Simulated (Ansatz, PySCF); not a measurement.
H2Sb, SMILES [SbH2] (connectivity only; charge and spin as stated), charge +1, multiplicity 1. Atoms are numbered in the order given.

```xyz
3

Sb     0.0000     0.0000     0.0430
H      0.0000    -1.2142    -1.1667
H      0.0000     1.2142    -1.1667
```
Charge +1, spin multiplicity 1.

Geometry: B3LYP-D3(BJ)/def2-TZVPD. The multiplicity is an assumed one; other spin states were not compared. The isomer is the one that the SMILES or the coordinates give; other isomers of the formula were not compared. The def2 effective core potentials stand for the cores of Sb; spin–orbit coupling is left out.

Two levels are set side by side: PBE-D3(BJ)/def2-TZVPD (Ansatz, a program for electronic structure) and B3LYP-D3(BJ)/def2-TZVPD (Ansatz). Each level has its own optimised geometry; the coordinates shown are those of the second. Frequencies come from the Hessian of PySCF at each geometry. Differences are taken from unrounded values.

| quantity | B3LYP-D3(BJ) |
|---|---|
| mean bond length (Å) | 1.714 |
| bond Sb1–H2 (Å) | 1.714 |
| bond Sb1–H3 (Å) | 1.714 |
| highest harmonic wavenumber (cm⁻¹) | 1982 |
| mean harmonic wavenumber (cm⁻¹) | 1604 |
| zero-point energy (kcal/mol) | 6.88 |

Task: What does PBE-D3(BJ) give, and how far is it from B3LYP-D3(BJ)? (Estimate from the structure and the level; the computed values follow.)

Result: 
| quantity | PBE-D3(BJ) | PBE-D3(BJ) minus B3LYP-D3(BJ) |
|---|---|---|
| mean bond length (Å) | 1.726 | 0.012 |
| bond Sb1–H2 (Å) | 1.726 | 0.012 |
| bond Sb1–H3 (Å) | 1.726 | 0.012 |
| highest harmonic wavenumber (cm⁻¹) | 1928 | -54 |
| mean harmonic wavenumber (cm⁻¹) | 1555 | -49 |
| zero-point energy (kcal/mol) | 6.67 | -0.21 |

GGA bonds tend to be longer and softer than those of functionals with exact exchange. Differences between two approximate levels are no errors against the true value.
